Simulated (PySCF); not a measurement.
# Diatomic anions of Na with group 12

CCSD(T) with double-zeta basis sets in PySCF, for the lowest determinant that a PBE0 search found; no spin–orbit coupling. De refers to high-spin ground-configuration atoms (the charge goes to the atom of lower measured ionisation energy or higher electron affinity, which is not always the lowest computed limit).

```json
{"M": "Zn", "basis": "def2-SVPD", "reference, frozen orbitals": "RHF, 6", "charged atom": "Na−", "state (unpaired electrons)": "singlet (closed shell)", "Re (Å)": "3.635", "ωe (cm⁻¹)": "46.8", "De (eV)": "0.11"}
{"M": "Cd", "basis": "def2-SVPD", "reference, frozen orbitals": "RHF, 1", "charged atom": "Na−", "state (unpaired electrons)": "singlet (closed shell)", "Re (Å)": "3.860", "ωe (cm⁻¹)": "47.5", "De (eV)": "0.14"}
{"M": "Hg", "basis": "def2-SVPD", "reference, frozen orbitals": "RHF, 1", "charged atom": "Na−", "state (unpaired electrons)": "singlet (closed shell)", "Re (Å)": "4.196", "ωe (cm⁻¹)": "28.4", "De (eV)": "0.08"}
```

The shortest bond is that of NaZn⁻ (3.635 Å), the longest that of NaHg⁻ (4.196 Å).

Down a group the atoms grow and get heavier, so bonds lengthen and wavenumbers fall; this series shows no clear exception.

Correlated steps freeze the inner cores (1 to 6 orbitals); shallow outer-core shells are correlated. Weak bonds: NaCd⁻, NaHg⁻, NaZn⁻. Basis-set superposition, not corrected here, can be much of De in a small basis, most of all at correlated wavefunction levels. Spin–orbit coupling is left out. For an ion De counts to the pair picked by the measured ionisation energies or electron affinities, which need not be the lowest pair at this level.
